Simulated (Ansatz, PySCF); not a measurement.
phosphoric acid anion (H3O4P), SMILES O=P(O)(O)O (connectivity only; charge and spin as stated), charge -1, multiplicity 2. Atoms are numbered in the order given.

```xyz
8

O      0.5665     0.1807     1.3772
P     -0.2242    -0.0701    -0.0904
O      0.6647    -0.1476    -1.3421
O     -0.4261    -1.7948     0.2970
O     -0.6134     1.7610    -0.1201
H      0.6157     1.1438     1.4523
H     -0.1488    -2.2247    -0.5242
H     -0.3657     1.9914    -1.0261
```
Charge -1, spin multiplicity 2.

Geometry optimised at B3LYP-D3(BJ)/def2-SVPD. The multiplicity is an assumed one; other spin states were not compared. The values are those of a single conformer.

Two levels are set side by side: PBE-D3(BJ)/def2-SVPD (Ansatz, an electronic-structure program) and B3LYP-D3(BJ)/def2-SVPD (Ansatz). Each level has its own optimised geometry; the coordinates shown are those of the second. Frequencies come from the Hessian of PySCF at each geometry. Differences are taken from unrounded values.

```csv
quantity,B3LYP-D3(BJ),PBE-D3(BJ),PBE-D3(BJ) minus B3LYP-D3(BJ)
mean bond length (Å),1.397,1.411,0.015
bond O1–P2 (Å),1.686,1.704,0.018
bond P2–O3 (Å),1.537,1.552,0.015
bond P2–O4 (Å),1.779,1.795,0.016
bond P2–O5 (Å),1.872,1.893,0.020
bond O1–H6 (Å),0.967,0.979,0.012
bond O4–H7 (Å),0.967,0.977,0.010
bond O5–H8 (Å),0.967,0.977,0.010
highest harmonic wavenumber (cm⁻¹),3806,3677,-129
mean harmonic wavenumber (cm⁻¹),1106,1068,-39
zero-point energy (kcal/mol),28.47,27.47,-1.00
```

Exact exchange shortens and stiffens bonds; PBE has none. Differences between two approximate levels are no errors against the true value.
